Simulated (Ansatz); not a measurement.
`O[SiH2]N[SiH3]`. Total charge 0; spin multiplicity 1.

```
atom   x (Å)   y (Å)   z (Å)
  O1  -1.732  -1.087   1.448
 Si2  -1.148  -0.770  -0.057
  N3   0.539  -0.445  -0.101
 Si4   1.352   1.041  -0.440
  H5  -1.643  -0.401   2.111
  H6  -1.466  -2.007  -0.806
  H7  -1.796   0.428  -0.648
  H8   1.140  -1.236   0.095
  H9   2.082   1.010  -1.737
 H10   0.324   2.110  -0.487
 H11   2.349   1.355   0.621
```

Task: What are the harmonic wavenumbers in cm⁻¹ at PBE0-D4/def2-TZVP (Ansatz, finite differences of forces, unscaled)? (Estimate.)

Result: Ansatz gave: 51, 59, 206, 224, 312, 424, 591, 621, 713, 746, 832, 854, 907, 920, 936, 951, 965, 966, 1001, 1211, 2205, 2213, 2226, 2244, 2256, 3591, 3919.

Task: Is this a minimum?

Result: Yes, all 27 modes are real.

Task: Give the ideal-gas thermochemistry at 298.15 K and 1 bar (rigid rotor, harmonic oscillator; point group C1, symmetry number 1).

Result: Zero-point energy 192.3 kJ/mol; H(298) − E = 213.7 kJ/mol; entropy 351.6 J/(mol·K), of which translation 165.4, rotation 110.2, vibration 76.0; G(298) − E = 108.9 kJ/mol. Modes under 100 cm⁻¹ are hindered rotations or soft bends, so the harmonic entropy is rough.

Task: Rotational constants (cm⁻¹)?

Result: 0.4321, 0.06456, 0.06213.
